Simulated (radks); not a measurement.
The numbers below are computed, except where a source is named.
In+, configuration [Kr] 4d10 5s1 5p1 (not the ground configuration).

Level of theory: Dirac Kohn-Sham, PBE, spin-unpolarised, spherical densities, finite nucleus; open shells fill j = l - 1/2 first; Fermi nuclear charge, rms radius 4.6156 fm (a radial shooting solver on a logarithmic mesh with Libxc functionals).

Energy parts (hartree):
| part | energy |
|---|---|
| total | -5882.64401 |
| kinetic | 6180.98688 |
| electron-nucleus | -14260.08104 |
| Hartree | 2356.13640 |
| exchange-correlation | -159.68626 |

Orbitals (lengths in bohr, moments of r in powers of bohr; r(90%) holds 90 % of the orbital's charge):
[
 {"orbital": "1s1/2", "occ.": "2", "eigenvalue (hartree)": "-1019.578", "<1/r>": "51.86", "<r^2>": "0.001195", "r(90%)": "0.0534", "small-component weight": "3.23e-02"},
 {"orbital": "2s1/2", "occ.": "2", "eigenvalue (hartree)": "-152.8969", "<1/r>": "12.00", "<r^2>": "0.01941", "r(90%)": "0.198", "small-component weight": "6.82e-03"},
 {"orbital": "2p1/2", "occ.": "2", "eigenvalue (hartree)": "-142.6089", "<1/r>": "11.98", "<r^2>": "0.01446", "r(90%)": "0.178", "small-component weight": "6.84e-03"},
 {"orbital": "2p3/2", "occ.": "4", "eigenvalue (hartree)": "-134.8594", "<1/r>": "11.19", "<r^2>": "0.01577", "r(90%)": "0.185", "small-component weight": "6.54e-03"},
 {"orbital": "3s1/2", "occ.": "2", "eigenvalue (hartree)": "-29.28098", "<1/r>": "4.227", "<r^2>": "0.1389", "r(90%)": "0.513", "small-component weight": "1.95e-03"},
 {"orbital": "3p1/2", "occ.": "2", "eigenvalue (hartree)": "-25.12879", "<1/r>": "4.135", "<r^2>": "0.1339", "r(90%)": "0.511", "small-component weight": "1.90e-03"},
 {"orbital": "3p3/2", "occ.": "4", "eigenvalue (hartree)": "-23.72902", "<1/r>": "3.942", "<r^2>": "0.1426", "r(90%)": "0.527", "small-component weight": "1.82e-03"},
 {"orbital": "3d3/2", "occ.": "4", "eigenvalue (hartree)": "-16.38541", "<1/r>": "3.785", "<r^2>": "0.1235", "r(90%)": "0.509", "small-component weight": "1.70e-03"},
 {"orbital": "3d5/2", "occ.": "6", "eigenvalue (hartree)": "-16.09864", "<1/r>": "3.735", "<r^2>": "0.1261", "r(90%)": "0.514", "small-component weight": "1.68e-03"},
 {"orbital": "4s1/2", "occ.": "2", "eigenvalue (hartree)": "-4.72273", "<1/r>": "1.642", "<r^2>": "0.8147", "r(90%)": "1.23", "small-component weight": "5.15e-04"},
 {"orbital": "4p1/2", "occ.": "2", "eigenvalue (hartree)": "-3.36709", "<1/r>": "1.523", "<r^2>": "0.9292", "r(90%)": "1.33", "small-component weight": "4.55e-04"},
 {"orbital": "4p3/2", "occ.": "4", "eigenvalue (hartree)": "-3.12282", "<1/r>": "1.461", "<r^2>": "0.9929", "r(90%)": "1.37", "small-component weight": "4.31e-04"},
 {"orbital": "4d3/2", "occ.": "4", "eigenvalue (hartree)": "-1.02893", "<1/r>": "1.153", "<r^2>": "1.621", "r(90%)": "1.83", "small-component weight": "2.84e-04"},
 {"orbital": "4d5/2", "occ.": "6", "eigenvalue (hartree)": "-0.99708", "<1/r>": "1.136", "<r^2>": "1.667", "r(90%)": "1.85", "small-component weight": "2.78e-04"},
 {"orbital": "5s1/2", "occ.": "1", "eigenvalue (hartree)": "-0.58076", "<1/r>": "0.5241", "<r^2>": "6.837", "r(90%)": "3.62", "small-component weight": "6.70e-05"},
 {"orbital": "5p1/2", "occ.": "1", "eigenvalue (hartree)": "-0.34709", "<1/r>": "0.4157", "<r^2>": "10.70", "r(90%)": "4.59", "small-component weight": "4.19e-05"},
 {"orbital": "5p3/2", "occ.": "0", "eigenvalue (hartree)": "-0.33052", "<1/r>": "0.3997", "<r^2>": "11.47", "r(90%)": "4.75", "small-component weight": "3.90e-05"}
]

The highest occupied level is 5p1/2 at -9.445 eV. Summed over all electrons, <r^2> = 43.98 bohr^2, which gives a Langevin (diamagnetic) susceptibility term of -34.8 x 10^-6 cm^3/mol. The density falls to 0.001 e/bohr^3 at r = 4.22 bohr. The electron density at the nucleus is 1.747e+05 e/bohr^3.
